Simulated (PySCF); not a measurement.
Ge(H)2(Cl)(OH) (ClGeH3O), SMILES [Cl][GeH2][OH]. Atoms are numbered in the order given.

```xyz
6

Ge    -0.0543    -0.5634     0.0225
O      1.6442    -0.5666    -0.4578
Cl    -0.7402     1.4756     0.1451
H     -0.8010    -1.2680    -1.1067
H     -0.2433    -1.1599     1.4235
H      2.2113    -0.0949     0.1573
```

Geometry optimised at PBE0-D3(BJ)/def2-TZVP. Other conformers were not sampled.

The numbers are results of r2SCAN/def2-TZVPD in PySCF, not measurements.

Isolated molecule, no solvent.

```json
{
  "total_energy": "-2614.26857 hartree",
  "highest_occupied_level": "-7.80 eV",
  "lowest_empty_level": "-0.74 eV",
  "orbital_gap": "7.06 eV",
  "dipole_moment": "1.58 D",
  "quadrupole, principal values (traceless, Buckingham form, about the centre of nuclear charge)": "-6.55, -0.19, 6.75 D·Å",
  "mean_static_polarisability": "49.8 bohr³ (7.38 Å³)",
  "polarisability_principal_values": "45.3, 47.0, 57.3 bohr³"
}
```
